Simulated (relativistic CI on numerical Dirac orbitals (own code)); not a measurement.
W13+: q coefficients and field-shift factors

Calculated at this level of theory: Dirac-Coulomb-Breit CI, separate exchange-only KLI orbitals for each configuration, derivatives by finite differences, unscaled Slater integrals, QED left out (own radial code, finite nucleus).

CI space (outside the closed core [Kr] 4d10): 4f13 5s2, 4f12 5s2 5p, 4f14 5s, 4f13 5s 5p, 4f12 5s 5p2, 4f14 5p, 4f13 5s 5d, 4f13 5p2, 4f12 5p3. Double excitations out of closed p, d and f shells are left out; levels of such configurations are missing from the list, as are those of other unlisted configurations, and high levels can miss mixing partners.

With x = (α/α₀)² − 1 an excitation energy changes as ω = ω₀ + qx; K = 2q/ω₀ is the relative enhancement. Terms are leading LS components, so labels can repeat. The field-shift factor is F = δν/δ⟨r²⟩ for the transition from the lowest level.

Lowest level 4f13 5s2 2F°_7/2.

| Level | ω₀ (cm⁻¹) | q (cm⁻¹) | K | F (GHz/fm²) |
| --- | --- | --- | --- | --- |
| 4f13 5s2 2F°_5/2 | 17444.4 | 15820 | 1.81 | 1.03 |
| 4f12 5s2 5p 4G°_11/2 | 64201.8 | -234100 | -7.29 | 50.2 |
| 4f12 5s2 5p 2I°_13/2 | 69919.0 | -234900 | -6.72 | 50.4 |
| 4f12 5s2 5p 2F°_7/2 | 74906.0 | -236300 | -6.31 | 50.5 |
| 4f12 5s2 5p 2G°_9/2 | 77923.8 | -234500 | -6.02 | 50.3 |
| 4f12 5s2 5p 4I°_11/2 | 83919.5 | -220100 | -5.25 | 51.3 |
| 4f12 5s2 5p 4G°_9/2 | 84256.0 | -219000 | -5.2 | 51.1 |
| 4f12 5s2 5p 4G°_7/2 | 90157.1 | -218800 | -4.85 | 51.4 |
| 4f12 5s2 5p 4G°_5/2 | 93141.7 | -222000 | -4.77 | 51.3 |
| 4f12 5s2 5p 4I°_9/2 | 93776.2 | -216000 | -4.61 | 51.3 |
| 4f12 5s2 5p 2D°_3/2 | 94895.0 | -228200 | -4.81 | 51.1 |
| 4f12 5s2 5p 2F°_5/2 | 97284.1 | -222500 | -4.57 | 50.8 |
| 4f12 5s2 5p 4G°_7/2 | 100183.3 | -217100 | -4.33 | 51 |

At this charge transitions that keep the count of f electrons are usually good to a few per cent. Terms inside the open d or f shell come out 10 to 20 % too wide with unscaled integrals. Levels and lines within the n = 5 or 6 shells can be off by up to 10 % or somewhat more, and those that change n by about 2 %, since core polarisation is missing. Levels that differ in their count of f electrons can be misplaced by several ten thousand cm⁻¹, since the correlation energy of f electrons is missing or only estimated; rates across such gaps can be off by orders of magnitude.
